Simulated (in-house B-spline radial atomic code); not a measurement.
## RPA correlation on SCAN: Os3+

Configuration [Xe] 4f14 5d5, highest spin, mean-field start SCAN. Computed with an all-electron radial atomic-structure program (B-spline basis): all electrons, scalar-relativistic (spin-free one-electron X2C), finite nucleus, each spin shell either full or empty, empty states to l = 9 with an (l + 1/2)⁻⁴ tail; G0W0 by contour deformation at full frequency.

Without the two-electron picture change, the correlation of inner shells comes somewhat too large for so heavy an element.

The highest G0W0 level has too low a weight to be given.

Command:
```bash
python run_gw.py task.json out
```
Settings (radii: box in bohr, nucleus in fm):
```
Z                        76
electrons                73
configuration            [Xe] 4f14 5d5
hamiltonian              x2c
method                   scan,scan
lmax                     9
rms_radius               5.4126
spin_polarised           True
box_radius               14.14
intervals                68
```

Time taken, with all properties: 7 s on 1 thread of Arm Neoverse V1, on a shared host.

Energies (hartree):

```
                                     term         value
                         mean-field total  -17254.57273
Hartree-Fock functional on these orbitals  -17248.39296
                      direct second order       -7.5227
                    second-order exchange        1.8773
                         SOSEX correction        1.7599
```

(1) What is the RPA correlation energy, and what remains with SOSEX?

Answers

(1) RPA gives -6.5344 hartree (-2.44 eV per electron); RPA + SOSEX gives -4.7745, and the second-order doubles -5.6454 hartree (no singles). RPA lacks exchange-type terms and so overcorrelates at short range.
